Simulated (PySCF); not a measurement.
A GIAO shielding run with PySCF (density fitting, non-relativistic, gas phase) on `C=N[Si@@H](F)[C@@H]([SiH3])CNC`, C4H13FN2Si2:

```
$ OMP_NUM_THREADS=1 python probes_run.py task.json out

{"job": {"kind": "nmr", "xc": "PBE0", "basis": "pcSseg-1"}, "charge": 0, "multiplicity": 1}
C     -3.289815    -1.674469     0.856570
N     -2.550909    -0.673691     0.926441
Si    -2.036651     0.576858    -0.136433
F     -2.192334     1.872602     0.811248
C     -0.208487     0.260271    -0.477866
Si     0.742576     1.762884    -1.182568
C      0.571652    -0.109296     0.779437
N      1.976344     0.171289     0.513073
C      2.676134    -0.917348    -0.137288
H     -3.886891    -1.953106    -0.016756
H     -3.370702    -2.334937     1.717438
H     -2.825836     0.888545    -1.319886
H     -0.129775    -0.556097    -1.200063
H     -0.156363     2.412181    -2.154653
H      1.043949     2.727330    -0.132758
H      1.927363     1.359326    -1.937914
H      0.402747    -1.154230     1.082362
H      0.249553     0.532408     1.601446
H      2.464122     0.417489     1.368808
H      2.689207    -1.838148     0.464411
H      3.702617    -0.614359    -0.338710
H      2.191089    -1.136117    -1.087189
```

Hardware: 1 thread of an Arm Neoverse N1, shared host. The job also computes population analyses, field gradients.

(1) How large is the calculation?

(2) How long does it take, and how much memory does it need?

## Answers

(1) 88 electrons, 232 basis functions and 1241 auxiliary functions.

(2) 96 s of wall time, with 14 SCF cycles and 5 response iterations; peak memory 1.1 GiB. Times on a shared host scatter by some tens of per cent.
